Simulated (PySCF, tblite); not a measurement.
Isomers of C3H7F2NSi2, one GFN2-xTB conformer each. Single-point energies are computed at PBE0/pcSseg-1 (PySCF, gas phase, no added dispersion term), electronic only.

Question: Rank them by PBE0/pcSseg-1 energy, lowest first (kJ/mol).
A. `[CH:1]#[C:2][Si@@H:3]([F:4])[NH:5][SiH2:6][CH2:7][F:8]` with C2–Si3–N5–Si6 24°, Si3–N5–Si6–C7 157°, N5–Si6–C7–F8 52°
B. `[CH:1]#[C:2][C:3]([F:4])([F:5])[SiH2:6][SiH2:7][NH2:8]` with C2–C3–Si6–Si7 179°, C3–Si6–Si7–N8 178°, Si6–Si7–N8–H -52° and 170°

Answer: A (0.0), B (295.4).

As drawn, the lower has an Si–F bond, which the higher lacks; the higher has two fluorines on one carbon and an Si–Si bond, which the lower lacks. GFN2-xTB itself gives, in the same order: 0.0, 261.4. Both levels put the same isomer lowest.

Q: Which frontier levels, dipoles and rotational constants go with these structures?

A: 
```csv
SMILES,"HOMO (eV, PBE0/pcSseg-1)",LUMO (eV),dipole (D),"A, B, C (MHz)"
C#C[Si@@H](F)N[SiH2]CF,-7.83,-0.62,2.94,"2358, 697.4, 569.0"
C#CC(F)(F)[SiH2][SiH2]N,-7.49,-0.79,2.82,"3109, 710.9, 655.5"
```

Q: What happens when harmonic zero-point energies from GFN2-xTB frequencies are added?

A: 
```json
{"SMILES": "C#C[Si@@H](F)N[SiH2]CF", "ZPE (kJ/mol)": "238.9", "electronic (kJ/mol)": "0.0", "with ZPE (kJ/mol)": "0.0"}
{"SMILES": "C#CC(F)(F)[SiH2][SiH2]N", "ZPE (kJ/mol)": "228.5", "electronic (kJ/mol)": "295.4", "with ZPE (kJ/mol)": "285.0"}
```

The zero-point energies span 10.4 kJ/mol. The order is unchanged.
